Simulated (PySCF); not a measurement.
C4H5, SMILES C(=C)[C]=C (connectivity only; charge and spin as stated), charge +1, multiplicity 1.

Geometry optimised at PBE0-D3(BJ)/def2-SVP. The spin state was assumed, not searched. The isomer is the one that the SMILES or the coordinates give; other isomers of the formula were not compared. The values are those of a single conformer.

Method: CAM-B3LYP/def2-TZVPD run with PySCF.

Symmetry labels are those of the subgroup Cs that the program uses (full group Cs).

Computed valence orbital energies around the gap with their symmetry:
```
orbital  symmetry  energy (eV)
-------  --------  -----------
HOMO−7         A'       -25.89
HOMO−6         A'       -22.56
HOMO−5         A'       -21.36
HOMO−4         A'       -20.55
HOMO−3         A"       -20.30
HOMO−2         A'       -18.71
HOMO−1         A"       -16.54
HOMO           A'       -15.91
LUMO           A"        -8.31
LUMO+1         A'        -4.69
LUMO+2         A"        -3.86
LUMO+3         A'        -3.33
```
